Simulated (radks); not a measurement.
Problem. Species: Tl. Configuration: [Hg] 6p1. All-electron calculation, scalar-relativistic Kohn-Sham, PBE, spin-polarised, spherical densities, finite nucleus; open shells are filled with parallel spins first (spin-orbit coupling, left out, can overturn this in heavy ions); Fermi nuclear charge, rms radius 5.4759 fm; hard spherical wall at 12 bohr. Program: a radial shooting solver on a logarithmic mesh with Libxc functionals. Some entries of the table are withheld. Estimate them.

orbital  occ.  eigenvalue (eV)  r(max) (bohr)  <r> (bohr)
1s up       1        -85580.60        0.01003     0.01632
1s down     1        -85580.60        0.01003     0.01632
2s down     1        -15238.72        0.05815     0.06876
2s up       1        -15238.72        0.05815     0.06876
2p up       3        -13111.71        0.04833     0.06235
2p down     3        -13111.71        0.04833     0.06235
3s up       1        -3637.389         0.1639      0.1776
3s down     1        -3637.386         0.1639      0.1776
3p up       3        -3024.835         0.1638      0.1793
3p down     3        -3024.832         0.1638      0.1793
3d up       5        -2388.840         0.1334      0.1624
3d down     5        -2388.838         0.1334      0.1624
4s up       1        -811.7266         0.3689      0.3917
4s down     1        -811.7224         0.3689      0.3917
4p up       3        -610.8397         0.3890      0.4176
4p down     3        -610.8349         0.3890      0.4176
4d up       5        -374.9612         0.3954      0.4398
4d down     5        -374.9557         0.3954      0.4398
5s up       1        -130.8169         0.8080      0.8773
5s down     1        -130.8081         0.8080      0.8773
4f up       7        -113.9577         0.3580      0.4676
4f down     7        -113.9512         0.3580      0.4676
5p up       3         -76.0240         0.9045       1.008
5p down     3         -76.0159         0.9045       1.007
5d up       5         -15.4512          1.115       1.394
5d down     5         -15.3590          1.115       1.386
6s up       1          -9.7032          2.082       2.490
6s down     1          -9.2086          2.065       2.469
6p up       1          -2.5864          2.925       3.769
6p down     0          -1.9461          2.901       3.738
7s up       0          -0.1261          6.615       6.703
7s down     0           0.5963          6.424       6.620
6d up       0              (1)          6.938       6.847
6d down     0              (2)          6.736       6.777
5f up       0           3.1521          8.041       7.739
5f down     0           3.9259          8.071       7.732

Solution. 
(1) 6d up eigenvalue (eV): 1.3091
(2) 6d down eigenvalue (eV): 2.0511
